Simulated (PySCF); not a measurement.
C7H9ClNP.
Atom-mapped SMILES: `[CH3:1][N:2]([CH3:3])[c:4]1[cH:5][cH:6][p:7][c:8]([Cl:9])[cH:10]1` (hydrogens: H11, H12, H13 on C1; H14, H15, H16 on C3; H17 on C5; H18 on C6; H19 on C10)

Level: PBE0/pcSseg-1 in PySCF, non-relativistic, on one gas-phase PBE0-D3(BJ)/def2-SVP geometry that isn't relaxed in the solvent. The solvent is an IEF-PCM continuum (cavity from Bondi-type radii × 1.2). Only the electrostatic response of the medium enters.

Gas phase at PBE0/pcSseg-1: HOMO -5.85 eV, LUMO -1.09 eV, dipole 5.69 D.

**Question.** What does the continuum do to the energy, the frontier levels and the dipole at PBE0/pcSseg-1 in tetrahydrofuran and water?

**Answer.** 
| solvent | ε | E(solvent) − E(gas) (kcal/mol) | polarisation term (kcal/mol) | distortion of the solute (kcal/mol) | HOMO (eV) | LUMO (eV) | dipole (D) |
| --- | --- | --- | --- | --- | --- | --- | --- |
| tetrahydrofuran | 7.426 | -5.19 | -6.47 | 1.28 | -5.82 | -1.20 | 7.66 |
| water | 78.36 | -6.49 | -8.53 | 2.04 | -5.84 | -1.25 | 8.17 |

The first energy column is the sum of the next two and covers electrostatics alone. From tetrahydrofuran to water the lowering changes by a factor 1.25, Onsager's factor (ε − 1)/(2ε + 1) by 1.21 and ε itself by 10.6.

**Question.** Which radius a makes the point-dipole formula ΔE = −[(ε − 1)/(2ε + 1)]·μ²/a³ give the value in water, with the gas-phase dipole?

**Answer.** μ = 2.238 au and |ΔE| = 0.01035 Eh give a = 3.28 Å; the farthest nucleus lies 4.18 Å from the centroid of the nuclei, so such a sphere wouldn't even hold the nuclei. The formula assumes a rigid point dipole at the centre of a sphere.

**Question.** Which Hirshfeld charges (PBE0/pcSseg-1) respond most in tetrahydrofuran (means over atoms taken as equivalent)?

**Answer.** 
| atoms | environment | gas (e) | solvent (e) | change |
| --- | --- | --- | --- | --- |
| P7 | phosphorus bonded to 2 C | +0.027 | -0.025 | -0.052 |
| Cl9 | aryl chlorine | -0.046 | -0.062 | -0.016 |
| H17 | aromatic hydrogen | +0.042 | +0.052 | +0.010 |
| C8 | aromatic C–Cl carbon | -0.043 | -0.051 | -0.008 |
| N2 | aniline-type nitrogen | -0.037 | -0.029 | +0.008 |
| H19 | aromatic hydrogen | +0.038 | +0.045 | +0.007 |
| H18 | aromatic hydrogen | +0.047 | +0.054 | +0.007 |
| H11 (×6) | methyl hydrogen | +0.048 | +0.054 | +0.006 |
| C1/C3 | N-methyl carbon | -0.056 | -0.053 | +0.003 |
| C4 | aromatic carbon bearing nitrogen | +0.060 | +0.062 | +0.002 |
| C5 | aromatic CH carbon | -0.074 | -0.073 | +0.001 |
| C6 | aromatic CH carbon | -0.105 | -0.106 | -0.001 |

**Question.** How do the nuclear quadrupole coupling constants eQVzz/h respond in tetrahydrofuran?

**Answer.** 
```
    nucleus  Q (barn)  gas (MHz)  solvent (MHz)  η gas  η solvent
  14N at N2   0.02044      -5.82          -5.43   0.04       0.00
35Cl at Cl9   -0.0817     -74.81         -73.39   0.09       0.09
```

Conformer computed: `[CH3:1][N:2]([CH3:3])[c:4]1[cH:5][cH:6][p:7][c:8]([Cl:9])[cH:10]1`: C1–N2–C4–C5 180°.
